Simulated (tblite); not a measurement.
Compound: C5H7ClNO (doublet state).
SMILES with atom numbers: `[O:1]=[CH:2][NH:3][CH:4][CH2:5]/[CH:6]=[CH:7]/[Cl:8]` (hydrogens: H9 on C2; H10 on N3; H11 on C4; H12, H13 on C5; H14 on C6; H15 on C7)

The geometry is computed with GFN2-xTB (gas phase). This method treats the open shell by occupation alone, without spin polarisation.

(1) Give the optimised bond lengths and angles.

Results:

(1) 
```csv
bond,length (Å)
O1=C2,1.211
C2–N3,1.368
N3–C4,1.359
C4–C5,1.483
C5–C6,1.508
C6=C7,1.323
C7–Cl8,1.723
C2–H9,1.101
N3–H10,1.012
C4–H11,1.075
"C5–H12, C5–H13",1.091
C6–H14,1.079
C7–H15,1.080
```

Bonds in one row agree within 0.01 Å and their mean is given. A selection of angles:
```csv
angle,degrees
O1–C2–N3,124.4
O1–C2–H9,123.7
N3–C2–H9,111.9
C2–N3–C4,124.4
C2–N3–H10,118.5
C4–N3–H10,117.1
N3–C4–C5,120.3
N3–C4–H11,115.9
C5–C4–H11,122.3
C4–C5–C6,107.3
C4–C5–H12,110.9
C4–C5–H13,110.0
C6–C5–H12,109.8
H12–C5–H13,109.2
C5–C6–C7,123.0
C5–C6–H14,116.1
C7–C6–H14,120.7
C6–C7–Cl8,122.9
C6–C7–H15,123.8
Cl8–C7–H15,113.3
```

Dihedral angles: O1–C2–N3–C4 1° (synperiplanar); C2–N3–C4–C5 -170° (antiperiplanar); N3–C4–C5–C6 81° (synclinal); C4–C5–C6–C7 -107° (anticlinal); C5–C6–C7–Cl8 175° (antiperiplanar). The mirror-image conformer, all signs reversed, is as good.

The 3 C–C bonds span 1.323 Å (C6=C7, drawn double) to 1.508 Å (C5–C6, drawn single), a spread of 0.185 Å. Of the pairs four or more bonds apart, O1···H11 is among the closest relative to their van der Waals radii: 2.52 Å, 93 % of the sum of Bondi's values. C6 (carbon bonded to 2 C and H) is planar (angles 123.0°, 120.7° and 116.1°, sum 359.8°, 0.03 Å off the plane of its three neighbours). C2 (carbon bonded to N, O and H) is planar (angles 124.4°, 123.7° and 111.9°, sum 360.0°, 0.00 Å off the plane of its three neighbours). C4 (carbon bonded to C, N and H) is almost planar (angles 122.3°, 120.3° and 115.9°, sum 358.6°, 0.09 Å off the plane of its three neighbours). C7 (carbon bonded to C, Cl and H) is planar (angles 123.8°, 122.9° and 113.3°, sum 360.0°, 0.00 Å off the plane of its three neighbours). N3 (nitrogen bonded to 2 C and H) is planar (angles 124.4°, 118.5° and 117.1°, sum 360.0°, 0.00 Å off the plane of its three neighbours).

Point group: C1 (no symmetry element, even within 0.4 Å). Its GFN2-xTB frequencies are all real (lowest 32 cm⁻¹).
